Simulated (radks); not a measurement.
Charge is removed step by step from the 5d level of the platinum ion Pt+, starting from [Xe] 4f14 5d9. Method: scalar-relativistic Kohn-Sham, r2SCAN, spin-unpolarised, spherical densities, finite nucleus; meta-GGA in the generalised Kohn-Sham scheme; Fermi nuclear charge, rms radius 5.427 fm; computed with a radial shooting solver on a logarithmic mesh with Libxc functionals.

removed (e),E - E(0) (eV),eigenvalue (eV),E minus straight line (eV)
0,0.000,-14.379,0.000
0.125,1.883,-15.751,-0.626
0.25,3.938,-17.147,-1.079
0.375,6.170,-18.567,-1.355
0.5,8.581,-20.010,-1.453
0.625,11.173,-21.476,-1.369
0.75,13.950,-22.963,-1.101
0.875,16.914,-24.472,-0.645
1,20.067,-26.001,0.000

Removing the whole electron costs 20.067 eV by Delta-SCF, against 14.379 eV from minus the eigenvalue at the starting occupation. Slater's transition state (half an electron removed) gives 20.010 eV. Integrating minus the eigenvalue over the occupation (Janak's theorem) gives 20.070 eV. In this scalar-relativistic scheme the density is built from large components alone, so the theorem holds only approximately. The mean slope of the eigenvalue, de/dn, is 11.6 eV per electron. Ionisation energy of Pt+ in the NIST Atomic Spectra Database: 18.6 eV (measured).

Beside tabulated values, note that spin-unpolarised runs miss the spin-polarisation part of the exchange energy of open shells.
